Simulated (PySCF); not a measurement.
## Removal energies of Yb⁶⁰⁺ from EOM-IP-GCCSD

Reference: closed-shell Yb⁶⁰⁺, [Ne]; one electron is removed. Calculated with PySCF 2.14, two-component X2C-1e with screened spin-orbit coupling, an uncontracted even-tempered set (17 s from 10 bohr⁻², ratio 2.6; 13 p from 13 bohr⁻², ratio 2.6; 6 d from 14 bohr⁻², ratio 2.8; 3 f from 290 bohr⁻², ratio 2.8); frozen 1s2; the 48 highest virtual spinors dropped; of the others 52 kept and the rest restored at second order. No Breit or QED terms. Binding energies in eV.

```csv
level,Koopmans,second order,EOM-CCSD
2s1/2,15327.8,15324.4,15324.4
2p1/2,14890.4,14887.7,14887.8
2p3/2,13800.9,13799.1,13799.1
```

For comparison, the ionisation energy of Yb⁶⁰⁺ is 13784 ± 10 eV (theoretical estimate listed by NIST; NIST Atomic Spectra Database, ionization energies).
